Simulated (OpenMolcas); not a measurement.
**Ionisation energies of tin**

```yaml
Program: OpenMolcas
Basis: ANO-RCC-VTZP [7s6p4d2f1g]
Scalar_Hamiltonian: DKH2, point nucleus
Spin-orbit_coupling: RASSI with atomic mean-field integrals over the reference wave functions, term energies averaged over their components
```

Active shells in each charge state: the valence s, p shells, with orbitals averaged over the low states. Where CASPT2's correlated closed shells are named, they are those of the first ion.

A. CASSCF
B. SS-CASPT2, IPEA 0.25 Eh, imaginary shift 0.1 Eh (closed shells correlated: 4d)
C. SS-CASPT2, IPEA 0.25 Eh, imaginary shift 0.1 Eh (closed shells correlated: none)
D. SS-CASPT2, IPEA 0 Eh, imaginary shift 0.1 Eh (closed shells correlated: 4d)
E. SS-CASPT2, IPEA 0.25 Eh, imaginary shift 0.1 Eh (closed shells correlated: 4s 4p 4d)

Energies in eV between the lowest computed levels, named as in B; reference values from the NIST Atomic Spectra Database with their kind.

```json
{"From": "Sn 5s2 5p2 3P0", "To": "Sn+ 5s2 5p 2P* 1/2", "A": "6.587", "B": "7.224", "C": "7.021", "D": "7.328", "E": "7.232", "Spin-orbit share in B": "-0.013", "Reference": "7.344 (measured)"}
{"From": "Sn+ 5s2 5p 2P* 1/2", "To": "Sn2+ 5s2 1S0", "A": "13.603", "B": "14.471", "C": "14.116", "D": "14.578", "E": "14.497", "Spin-orbit share in B": "+0.314", "Reference": "14.633 (measured)"}
{"From": "Sn2+ 5s2 1S0", "To": "Sn3+ 5s 2S 1/2", "A": "29.369", "B": "30.260", "C": "29.422", "D": "30.261", "E": "30.354", "Spin-orbit share in B": "+0.000", "Reference": "30.506 (measured)"}
{"From": "Sn3+ 5s 2S 1/2", "To": "Sn4+ 4d10 1S0", "A": "39.263", "B": "40.634", "C": "39.263", "D": "40.683", "E": "40.768", "Spin-orbit share in B": "+0.000", "Reference": "40.740 (measured)"}
```

Steps that some method lacks are left out, and so are those with a state whose active s or d shell is doubly occupied in every root (s and p with five to eight electrons, d10) over a frozen core shell of the same l, since the two then mix freely.

Error against the reference values, in %:

| From | Reference | A | B | C | D | E |
| --- | --- | --- | --- | --- | --- | --- |
| Sn | measured | -10.3 | -1.6 | -4.4 | -0.2 | -1.5 |
| Sn+ | measured | -7.0 | -1.1 | -3.5 | -0.4 | -0.9 |
| Sn2+ | measured | -3.7 | -0.8 | -3.6 | -0.8 | -0.5 |
| Sn3+ | measured | -3.6 | -0.3 | -3.6 | -0.1 | +0.1 |

Mean absolute error over the 4 measured values: A 1.10 eV, B 0.16 eV, C 0.85 eV, D 0.09 eV, E 0.11 eV.

* marks odd parity.
